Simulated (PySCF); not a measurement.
C₂H₄BF₂N.

```xyz
10

N     -1.3652    -0.8141     0.0000
B      0.0344    -0.9408     0.0000
F      0.5705    -2.1876     0.0000
C      1.0159     0.2797     0.0000
C      0.6734     1.5781     0.0000
F     -0.6153     1.9930     0.0000
H     -1.9879    -1.6214     0.0000
H     -1.8245     0.0951     0.0000
H      2.1025     0.0927     0.0000
H      1.3619     2.4411     0.0000
```
Charge 0, spin multiplicity 1.

The structure is a stationary point at PBE-D3(BJ)/def2-SVP. The structure was generated by enumeration; whether it is a known compound was not checked. One conformer was computed; it need not be the lowest.

Calculation: KT2/pcSseg-1 in PySCF. Non-relativistic, no solvent.

Computed absolute GIAO shielding of each atom: isotropic value and principal components (ppm):
```tsv
atom	σ(iso)	σ11	σ22	σ33	span
N1	178.5	111.0	193.6	230.9	119.9
B2	75.7	51.5	87.0	88.5	37.1
F3	274.0	158.5	269.6	394.1	235.6
C4	82.1	-18.4	109.7	155.0	173.4
C5	18.3	-75.6	62.2	68.4	144.0
F6	241.6	110.8	241.0	372.9	262.2
H7	27.9	23.0	24.6	36.0	13.0
H8	27.2	20.8	27.2	33.6	12.8
H9	26.4	25.5	25.8	28.0	2.6
H10	23.9	21.0	24.6	26.2	5.2
```
